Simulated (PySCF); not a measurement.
**Partial charges of `O=CC1=N[Si@@H](O[SiH3])C1`**

Species: C₃H₇NO₂Si₂.
Cartesian coordinates in Å at the GFN2-xTB level; atoms count from 1:
```
atom  x, y, z in Å
O1    -3.5938    1.2739   -0.8487
C2    -2.7738    0.4733   -1.2142
C3    -1.6089    0.0437   -0.4208
N4    -0.8086   -0.8805   -0.8193
Si5    0.1607   -0.8104    0.6892
O6     1.6802   -0.3199    0.5328
Si7    3.1307   -0.1265   -0.1903
C8    -1.1714    0.5558    0.9167
H9    -2.8308   -0.0230   -2.2009
H10    0.1162   -2.0105    1.4977
H11    3.6006   -1.4552   -0.5706
H12    3.9319    0.4863    0.8656
H13    2.9469    0.7493   -1.3445
H14   -1.9306    0.4566    1.6881
H15   -0.8535    1.5951    0.8802
```

Density: PBE0/pcSseg-1 (PySCF); schemes: Mulliken, IAO, Hirshfeld and ESP-fitted. The structure is a single GFN2-xTB conformer in the gas phase; no vibrational or solvent corrections.

Do the Mulliken, IAO, Hirshfeld and ESP-fitted schemes agree on where the charge is lowest?

The schemes don't all agree: Mulliken O6 (-0.715); IAO O6 (-0.869); Hirshfeld O6 (-0.295); ESP-fitted C8 (-1.032).

At which atom do the 4 schemes differ most?

At C8: from -1.032 (ESP-fitted) to -0.179 e (Hirshfeld), 0.853 e apart.

Do the Mulliken, IAO, Hirshfeld and ESP-fitted schemes agree on where the charge is highest?

All schemes agree: Mulliken Si5 (+1.031); IAO Si5 (+1.252); Hirshfeld Si5 (+0.478); ESP-fitted Si5 (+1.213).

Give the atomic charges in each scheme.

In e:

```
atom                  environment  Mulliken     IAO  Hirshfeld  ESP-fitted
  O1              aldehyde oxygen    -0.327  -0.363     -0.207      -0.406
  C2              aldehyde carbon    +0.318  +0.240     +0.128      +0.327
  C3                   C=N carbon    -0.031  +0.134     +0.080      +0.657
  N4                 C=N nitrogen    -0.493  -0.565     -0.266      -0.806
 Si5         oxygen-bound silicon    +1.031  +1.252     +0.478      +1.213
  O6              siloxane oxygen    -0.715  -0.869     -0.295      -0.585
 Si7         oxygen-bound silicon    +0.735  +0.890     +0.411      +0.622
  C8  sp3 carbon bound to silicon    -0.479  -0.607     -0.179      -1.032
  H9              formyl hydrogen    +0.089  +0.118     +0.046      +0.015
 H10                Si–H hydrogen    -0.105  -0.143     -0.065      -0.190
 H11                Si–H hydrogen    -0.115  -0.142     -0.074      -0.112
 H12                Si–H hydrogen    -0.117  -0.136     -0.075      -0.122
 H13                Si–H hydrogen    -0.107  -0.139     -0.073      -0.097
 H14           methylene hydrogen    +0.155  +0.163     +0.044      +0.242
 H15           methylene hydrogen    +0.161  +0.166     +0.048      +0.273
```

Mean size of the charges over all atoms: ESP-fitted 0.447 e, IAO 0.395 e, Mulliken 0.332 e, Hirshfeld 0.164 e. Each set sums to the total charge, 0, to within 0.001 e. The Mulliken scheme counts on each atom the diagonal of the density matrix times the overlap matrix over that atom's basis functions. The ESP scheme fits charges at the nuclei, held to the total charge, to the electrostatic potential on points at 1.4 to 2.0 times the van der Waals radii.

How many electrons does the IAO scheme count on O6?

Z − q = 8 − (-0.869) ≈ 8.868.

How closely do the schemes follow one another over all atoms?

Correlation coefficient and root-mean-square difference: Mulliken with IAO 0.99, 0.103 e; IAO with Hirshfeld 0.99, 0.319 e; Mulliken with Hirshfeld 0.98, 0.235 e; IAO with ESP-fitted 0.92, 0.217 e; Hirshfeld with ESP-fitted 0.91, 0.384 e; Mulliken with ESP-fitted 0.90, 0.256 e.
